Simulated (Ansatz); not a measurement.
Reaction: ICl (SMILES ICl) → ICl+ (parent SMILES ClI, doublet) + e-
Each species at its own B3LYP-D3(BJ)/def2-TZVP minimum (Ansatz, a first-principles code).

Total energies in hartree (Ansatz). Open shells are spin-unrestricted; no spin-orbit coupling. Cores are frozen in correlated methods (noble-gas shells, and filled d and f shells in the p block). Past Kr the def2 sets carry scalar-relativistic core potentials. Spin-orbit terms, left out, reach several kcal/mol for Br and I, and more for heavier atoms. The spin of ClI+ (parent SMILES ClI, doublet) was assumed, and the state is the lowest solution found for it.

```tsv
species	HF/def2-TZVPP	CCSD(T)/def2-TZVPP	HF/def2-QZVPP	CCSD(T)/def2-QZVPP	CCSDT(Q)/def2-TZVPP
1: ICl (SMILES ClI)	-756.16528	-756.53774	-756.18090	-756.59454	-756.53951
2: ICl+ (parent SMILES ClI, doublet)	-755.81497	-756.16663	-755.83149	-756.21839	-756.16912
```

### Question
Work out the adiabatic ionisation energy (electronic) in eV: take Hartree-Fock from def2-QZVPP, extrapolate the CCSD(T) correlation energy as X^-3 (X = 3, 4), and add CCSDT(Q) - CCSD(T) in def2-TZVPP. 1 hartree = 27.211 eV.

### Answer

Species 1: correlation (64·(-0.41364) - 27·(-0.37246))/37 = -0.44369; step -0.00177; E1 = -756.18090 + (-0.44369) + (-0.00177) = -756.62636
Species 2: correlation (64·(-0.38690) - 27·(-0.35166))/37 = -0.41262; step -0.00249; E2 = -755.83149 + (-0.41262) + (-0.00249) = -756.24660
-1·E1 +1·E2 = 0.37976 hartree = 10.33 eV.
